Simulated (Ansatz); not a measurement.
Input for Ansatz (a quantum-chemistry and plane-wave program): R-CCSD(T)/cc-pV(Q+d)Z on BH3S (SMILES BS), a point of a torsion scan. Files ending in .json are basis or fitting sets from the Basis Set Exchange.

Ansatz 0.2 input:
```yaml
crystal:
  periodic: [false, false, false]
  atoms:
    - {symbol: B, position_ang: [-0.63784807, -0.06492887, 0.20769734]}
    - {symbol: S, position_ang: [1.08364019, -0.47250693, 0.39904515]}
    - {symbol: H, position_ang: [-1.39664582, -0.85879602, -0.18792078]}
    - {symbol: H, position_ang: [-0.86836057, 1.07139675, 0.04626118]}
    - {symbol: H, position_ang: [0.95333119, -1.49073752, 1.24504425]}
basis:
  gaussian:
    orbitals: cc-pV_Q+d_Z.json
magnetization: {spin_polarized: false}
correlation: {method: ccsd_t, electrons: outside_noble_gas}
scf: {lower_state_search: off}
```

The head of its log:

```
WARN ansatz: RAYON_NUM_THREADS=1 ignored (pool sized by the plan → 1); use --threads N
Functional definition: HF
these checks for a lower state are left out or cut short: stability, starts, cluster_reference, orbital_swaps, neighbouring_geometries, increment
integrals: 0.94 GiB planned
1233 factors; integrals over basis functions are off by at most 8.3e-4 eV
mean field: 0.52 GiB planned
mean field evaluation 1: about -11536.4279 eV, gradient 1.4e1 eV
mean field evaluation 2: about -11536.4290 eV, gradient 1.4e1 eV
mean field evaluation 4: about -11537.3034 eV, gradient 1.7e0 eV
mean field evaluation 8: about -11537.3183 eV, gradient 1.1e-1 eV
mean field -11537.31840819 eV, -423.9886312258 hartree, gradient 8.6e-6 eV, S^2 0.000000; 0 other end points of the search recorded, 0 dependent functions left out
6 core orbitals not correlated
reference -11537.31840819 eV, -423.9886312258 hartree; 6, 6 occupied and 197, 197 virtual orbitals, 1233 factors
```

Question: Give the final energy of this run.

Answer: -424.3410 hartree (reference determinant -423.9886, T1 diagnostic 0.015).
